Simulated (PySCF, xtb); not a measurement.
NbOBr, SMILES [O]=[Nb][Br] (connectivity only; charge and spin as stated), neutral, multiplicity 3.

Harmonic wavenumbers (cm⁻¹) from GFN2-xTB (xtb) at its own minimum, in rising order: 93, 227, 812.

### Question
What does B3LYP-D3(BJ)/def2-TZVP run with PySCF give at its own minimum? (Estimate from the structure and the level; the computed values follow.)

### Answer
146, 279, 1016. Paired by order, the mean absolute difference is 103 cm⁻¹ and the zero-point energies are 1.6 and 2.1 kcal/mol.
